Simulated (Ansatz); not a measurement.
C7H6O2 can be A, `O=C(O)c1ccccc1`, or B, `O=COc1ccccc1`.

Computed with Ansatz on PBE0-D4/def2-TZVP structures; ΔE is electronic, products minus reactants. CBS: MP2 limit from def2 TZ/QZ plus the TZ coupled-cluster correction, frozen cores. Functionals use def2-TZVPP. B3LYP here is the variant with VWN-RPA as its local correlation; programs differ in this. One conformer a species, not always the lowest.

(1) Which isomer does CCSD(T)/CBS put lower? Give the gap. (An estimate is asked.)

(2) Give E(B) − E(A) in kcal/mol with B3LYP-D4, CCSD(T)/def2-SVP, HF/def2-TZVPP, B3LYP, r2SCAN-D4, ωB97M-V, MP2/def2-TZVPP. (Estimate.)

(3) Does the order hold for the free energy at 298.15 K (harmonic terms from PBE0-D4)? (Estimate.)

Largest T1 diagnostic: 0.014.

Results:

(1) Ansatz gave: A, by 18.8 kcal/mol.

(2) Ansatz gave: B3LYP-D4 17.7, CCSD(T)/def2-SVP 18.3, HF/def2-TZVPP 18.6, B3LYP 17.5, r2SCAN-D4 18.5, ωB97M-V 18.3, MP2/def2-TZVPP 19.3. None reverses the order clearly.

(3) Ansatz gave: Yes: G(B) − G(A) = +17.5 kcal/mol, for one conformer each. Modes under 60 cm⁻¹, often nearly free rotors, make the harmonic entropy too high.

From PBE to PBE0 (25 % exact exchange), in def2-TZVPP and without D4, E(B) − E(A) moves by +1.1 kcal/mol. Leaving LDA and LC-ωPBE aside and taking each functional with its dispersion term where it has one, the values, not all of them listed here, spread over 2.9 kcal/mol, from BLYP-D4 to PBE-QIDH. LDA lies +0.9 kcal/mol from PBE without D4.
